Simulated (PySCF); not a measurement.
CH5F2NSi, SMILES [Si](C)(F)(F)N. Atoms are numbered in the order given.

```xyz
10

C      1.5070     0.6069    -0.8144
Si    -0.0228    -0.0085     0.0116
N     -1.2199     1.1908     0.1382
F      0.2745    -0.5452     1.5087
F     -0.5243    -1.3397    -0.7713
H      1.2889     0.9602    -1.8342
H      1.9528     1.4378    -0.2486
H      2.2503    -0.2004    -0.8936
H     -1.3815     1.8536    -0.6097
H     -2.0475     1.0541     0.7068
```

Geometry optimised at PBE0-D3(BJ)/def2-SVP. The structure was generated by enumeration, and PubChem lists no compound with its InChIKey, so it may never have been made. One conformer was computed; it need not be the lowest.

These are PBE/pcSseg-1 (PySCF) values and carry that method's errors.

GIAO shieldings, no solvent; atoms listed in one row are averaged. δ = σ(ref) − σ: ¹³C against TMS (σ = 182.0 ppm); ²⁹Si against TMS (σ = 335.4 ppm); ¹⁵N against NH3 (σ = 267.0 ppm); ¹⁹F against CFCl3 (σ = 133.6 ppm); ¹H against TMS (σ = 31.49 ppm), references at their B3LYP-D3(BJ)/def2-TZVP geometries, non-relativistic.

Computed chemical shifts:
| nucleus | atoms | count | δ (ppm) |
|---|---|---|---|
| ¹³C | C1 | 1 | -4.9 |
| ²⁹Si | Si2 | 1 | -19.7 |
| ¹⁵N | N3 | 1 | 34.3 |
| ¹⁹F | F5 | 1 | -151.1 |
| ¹⁹F | F4 | 1 | -182.6 |
| ¹H | H10 | 1 | 1.19 |
| ¹H | H9 | 1 | 0.97 |
| ¹H | H6, H7, H8 | 3 | 0.41 |
